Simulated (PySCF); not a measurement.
Ga(AsH2)(F)2 (AsF2GaH2), SMILES [F][Ga]([F])[AsH2].

Geometry optimised at r2SCAN-D4/def2-SVP. The structure was generated by enumeration; whether it is a known compound was not checked.

These are TDA-CAM-B3LYP/def2-SVPD (PySCF) values and carry that method's errors.

Vertical excitations. Gas-phase values at a fixed geometry. State labels are in the subgroup Cs.

Task: Give excitation energies, oscillator strengths and character. (The exact figures need the calculation; the answer reports its results.)

Result: 
| state | symmetry | energy (eV) | λ (nm) | f | main pairs |
|---|---|---|---|---|---|
| S1 | A' | 6.17 | 201 | 0.170 | HOMO→LUMO 57 %, HOMO→LUMO+1 36 % |
| S2 | A' | 6.53 | 190 | 0.137 | HOMO→LUMO+1 57 %, HOMO→LUMO 26 % |
| S3 | A" | 6.78 | 183 | 0.008 | HOMO→LUMO+2 96 % |
| S4 | A' | 7.06 | 176 | 0.095 | HOMO−1→LUMO 78 %, HOMO−1→LUMO+1 17 % |
| S5 | A' | 7.34 | 169 | 0.050 | HOMO→LUMO+3 85 % |
| S6 | A' | 7.82 | 158 | 0.444 | HOMO−1→LUMO+1 63 %, HOMO−1→LUMO 10 % |
| S7 | A" | 8.01 | 155 | 0.003 | HOMO−2→LUMO 82 % |
| S8 | A" | 8.17 | 152 | 0.026 | HOMO−1→LUMO+2 32 %, HOMO−4→LUMO 24 %, HOMO−3→LUMO 22 %, HOMO→LUMO+5 9 % |
| S9 | A" | 8.26 | 150 | 0.008 | HOMO−4→LUMO 66 %, HOMO−3→LUMO 18 % |
| S10 | A" | 8.39 | 148 | 0.005 | HOMO−2→LUMO+1 39 %, HOMO→LUMO+5 14 %, HOMO−3→LUMO 13 %, HOMO−3→LUMO+1 11 % |
| T1 | A' | 4.91 | 252 | 0 | HOMO→LUMO 85 % |
| T2 | A' | 5.77 | 215 | 0 | HOMO→LUMO+1 87 % |
| T3 | A" | 5.97 | 208 | 0 | HOMO→LUMO+2 86 % |
| T4 | A' | 6.40 | 194 | 0 | HOMO−1→LUMO 84 % |
Triplets are in the Tamm–Dancoff approximation.
